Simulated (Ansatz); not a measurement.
An input meant for the cluster Cu2S⁺ (charge 1, doublet).

Input and output for the cluster Cu₂S⁺.

```yaml
crystal:
  periodic: [false, false, false]
  atoms:
    - {symbol: Cu, position_ang: [0.271357, 0.905318, -1.384661]}
    - {symbol: Cu, position_ang: [0.629049, -0.674041, 1.400178]}
    - {symbol: S, position_ang: [-0.900406, -0.231266, -0.015507]}
basis:
  gaussian: {orbitals: def2-SVPD, nuclear_model: gaussian}
total_charge: 1
magnetization: {spin_polarized: true, initial_magnetization: 1}
hamiltonian: {xc: {name: HF}}
correlation: {active_space: {window: {electrons: 2, orbitals: 1}}}
scf: {omitted_lower_state_checks: [starts]}
output: {forces: true}
```

```sh
$ ansatz run in.yaml --threads 4 --pin off --events-out ev --progress --plain --max-ram 3916MiB
```

Output, abridged:

```
Error: invalid value for `correlation.active_space`: it starts from restricted Hartree–Fock orbitals; set hamiltonian.xc: hf without magnetization.spin_polarized
```
